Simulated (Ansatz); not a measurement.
Consider the silylene formation by 1,1-elimination: `[SiH3]/C=C\CCl` → `C=CCCl` + `[SiH2]`.

Calculated with Ansatz (gas phase, PBE0-D4/def2-TZVP geometries, no zero-point term in ΔE). CBS: MP2 limit from def2 TZ/QZ plus the TZ coupled-cluster correction, frozen cores. This one scheme is used for every species. Functionals use def2-TZVPP. B3LYP here is the variant with VWN-RPA as its local correlation; programs differ in this. One conformer a species, not always the lowest.

`[SiH3]/C=C\CCl`:

Cartesian coordinates in Å:
```
Si 1.146 1.418 -0.237
C -0.625 0.865 -0.067
C -1.113 -0.368 0.069
C -0.318 -1.621 0.079
Cl -0.524 -2.478 1.641
H 1.419 2.471 0.775
H 2.113 0.306 -0.048
H 1.360 2.009 -1.585
H -1.359 1.670 -0.071
H -2.186 -0.514 0.183
H 0.747 -1.443 -0.049
H -0.663 -2.315 -0.689
```

`C=CCCl`:

Cartesian coordinates in Å:
```
C 0.013 1.186 -0.780
C -0.222 -0.089 -0.510
C 0.243 -0.760 0.728
Cl -1.144 -1.386 1.680
H -0.325 1.641 -1.704
H 0.554 1.822 -0.087
H -0.776 -0.707 -1.210
H 0.793 -0.078 1.375
H 0.864 -1.629 0.509
```

`[SiH2]`:

Z-matrix (Å, degrees):
```
Si
H 1 1.525
H 1 1.525 2 91.2
```

```json
{"level": "BLYP-D4", "ΔE (eV)": "2.27"}
{"level": "B3LYP", "ΔE (eV)": "2.20"}
```

(1) What does CCSD(T)/CBS give? (An estimate is asked.)

Largest T1 diagnostic among the species: 0.014.

## Answers

(1) Ansatz gave: +2.39 eV. The listed levels differ from it by -0.12, -0.19 eV.

From PBE to PBE0 (25 % exact exchange), in def2-TZVPP and without D4, ΔE moves by +0.08 eV. Leaving LDA and LC-ωPBE aside and taking each functional with its dispersion term where it has one, the values, not all of them listed here, spread over 0.34 eV, from BLYP-D4 to r2SCAN0-D4. LDA lies +0.38 eV from PBE without D4.
